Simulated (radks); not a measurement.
Computed order of ionisation of argon. At each step one electron was removed from each of the four highest sub-shells of the ion before, moves of one valence electron (up to charge 6) and the configuration listed by NIST were tried, and the lowest configuration was kept. Code: a radial shooting solver on a logarithmic mesh with Libxc functionals. Model: Dirac Kohn-Sham, relativistic LDA (MacDonald-Vosko exchange, VWN5 correlation), spin-unpolarised, spherical densities, finite nucleus; Fermi nuclear charge, rms radius of each element as measured or else 0.836 A^(1/3) + 0.57 fm. Sub-shells are occupied by j as written (lower j first in brackets).

| species | lowest configuration found | NIST configuration | margin to the next tried (eV) | IE (eV) | NIST IE (eV) | kind |
|---|---|---|---|---|---|---|
| Ar | [Ar] | same | - | 16.093 | 15.760 | exp. |
| Ar+ | [Ne] 3s2 3p(1/2: 2, 3/2: 3) | same | 0.202 | 28.655 | 27.630 | exp. |
| Ar2+ | [Ne] 3s2 3p(1/2: 2, 3/2: 2) | same | 0.227 | 42.556 | 40.74 | semi-emp. |
| Ar3+ | [Ne] 3s2 3p(1/2: 2, 3/2: 1) | same | 0.253 | 57.604 | 59.6 | semi-emp. |
| Ar4+ | [Ne] 3s2 3p(1/2: 2, 3/2: 0) | same | 0.281 | 73.969 | 74.8 | semi-emp. |
| Ar5+ | [Ne] 3s2 3p(1/2: 1, 3/2: 0) | same | 16.114 | 90.948 | 91.29 | exp. |
| Ar6+ | [Ne] 3s2 | same | 16.443 | 125.29 | 124.4 | semi-emp. |
| Ar7+ | [Ne] 3s1 | same | 244.62 | 143.21 | 143.46 | semi-emp. |
| Ar8+ | [Ne] | same | 252.89 | 423.39 | 422.6 | semi-emp. |
| Ar9+ | [He] 2s2 2p(1/2: 2, 3/2: 3) | same | 2.455 | 483.66 | 479.8 | semi-emp. |
| Ar10+ | [He] 2s2 2p(1/2: 2, 3/2: 2) | same | 2.615 | 546.61 | 540 | semi-emp. |
| Ar11+ | [He] 2s2 2p(1/2: 2, 3/2: 1) | same | 2.782 | 612.09 | 619.0 | semi-emp. |
| Ar12+ | [He] 2s2 2p(1/2: 2, 3/2: 0) | same | 2.958 | 683.01 | 685.5 | semi-emp. |
| Ar13+ | [He] 2s2 2p(1/2: 1, 3/2: 0) | same | 42.023 | 753.09 | 755.1 | semi-emp. |

Reference values: NIST Atomic Spectra Database (exp. = measured, semi-emp. = semi-empirical, theory = theoretical value adopted there). Spin polarisation and multiplet splitting are left out, so open shells lie too high by an amount that depends on their filling.

Beside tabulated values, note that spin-unpolarised runs miss the spin-polarisation part of the exchange energy of open shells.
